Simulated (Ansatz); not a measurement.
Ansatz results at the PBE0-D4/def2-TZVP geometry: HOMO–LUMO gap (PBE0/def2-TZVPP) 7.08 eV; HOMO energy (PBE0/def2-TZVPP) -7.48 eV; HOMO energy (ωB97M-V/def2-TZVPP) -9.64 eV.

**Question.** Which molecule gave them?
A. `[SiH3]CC1[SiH2][SiH2]1`
B. `[CH3][SnH]1[BH][NH]1`
C. `FC1[CH2][SnH2][CH2]1`
D. `B/C=C(/O)OC`

**Answer.** C. The others give `B/C=C(/O)OC`: 5.81, -6.82, -8.98; `[SiH3]CC1[SiH2][SiH2]1`: 6.43, -6.70, -8.69; `[CH3][SnH]1[BH][NH]1`: 5.32, -6.33, -8.32.
